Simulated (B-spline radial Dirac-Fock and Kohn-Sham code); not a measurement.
Method: relaxed Dirac-Fock hole states (ΔSCF) with Breit and QED corrections and a finite nucleus. Computed with a radial finite-basis atomic code. Free neutral atoms.

Question: Order these X-ray lines by photon energy, lowest first.
A. Au Lα1
B. Ba Lγ1
C. Re Lβ7
D. Gd Lγ3
E. Ba Lγ4
F. Tl Lβ2

Answer: B (5532.6 eV), E (5981.6 eV), D (8101.4 eV), A (9712.3 eV), C (10448.9 eV), F (12267.3 eV).
